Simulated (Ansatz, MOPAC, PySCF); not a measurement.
Stepwise substitution at one centre (B OH-NH2). All species are isolated molecules in the gas phase. One relaxed conformer stands for each flexible species; it need not be the lowest. Strings in code marks are SMILES.

Quantity: vertical ionisation energy (energy after one electron is removed minus that of the parent at the parent's geometry), in eV.

Level 1: frozen-core CCSD(T)/cc-pVTZ // CAM-B3LYP-D3(BJ)/def2-TZVP (Ansatz, a program for electronic structure)
Level 2: B3LYP/6-31G* // CAM-B3LYP-D3(BJ)/def2-TZVP (PySCF)
Level 3: minus the HOMO energy of AM1 // CAM-B3LYP-D3(BJ)/def2-TZVP (MOPAC)
Level 4: minus the HOMO energy of CAM-B3LYP-D3(BJ)/def2-TZVP (PySCF)

| species | level 1 | level 2 | level 3 | level 4 |
|---|---|---|---|---|
| `NB(O)O` (O–B–O–H torsion 0°, O–B–O–H torsion 180°) | 10.20 | 9.76 | 10.33 | 9.07 |
| `OB(O)O` | 12.15 | 11.39 | 12.55 | 10.70 |
